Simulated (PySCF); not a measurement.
Polarisability and C₆ of Ne²⁺ (neon, charge +2)

[He] 2s2 2p3 3s1, high-spin 5S determinant (an excited configuration). All numbers are calculated (PySCF 2.14, the non-relativistic Hamiltonian (point nucleus), in aug-cc-pVTZ with one added diffuse shell each of s, p, d, f type (6s5p4d3f, 62 functions)). Coupled (time-dependent) response in atomic units; α is the mean over directions.

| method | mean α (bohr³) | C₆ (like pair) | S(−4) |
| --- | --- | --- | --- |
| UHF | 29.31 | 111.7 | 1065 |
| PBE | 24.76 | 86.96 | 767.9 |
| PBE0 | 26.08 | 93.92 | 848.5 |
| B97-3 | 25.49 | 91.43 | 797.8 |
| BHandHLYP | 25.42 | 90.68 | 800.3 |

S(−4) is the Cauchy moment in α(ω) = α(0) + S(−4) ω² + …

α(iu) at UHF:

```
u (hartree)  α(iu) (bohr³)
          0          29.31
     0.0500          26.88
      0.100          21.58
      0.200          12.32
      0.300          7.449
      0.500          3.606
      0.750          2.009
       1.00          1.341
       1.50         0.7772
       2.00         0.5360
       3.00         0.3179
       5.00         0.1562
```

A single London oscillator, α(iu) = α/(1 + u²/ω²), gives C₆ = (3/4) ω α². Matching the computed C₆ needs ω = 4 × 111.7 / (3 × 29.31²) = 0.173 hartree.

For an ion, C₆ is the dispersion term alone; charge-induced terms of lower order in 1/R come first.

The outer electron is Rydberg-like, and this basis confines it to a smaller radius and binds it less than a complete one would.
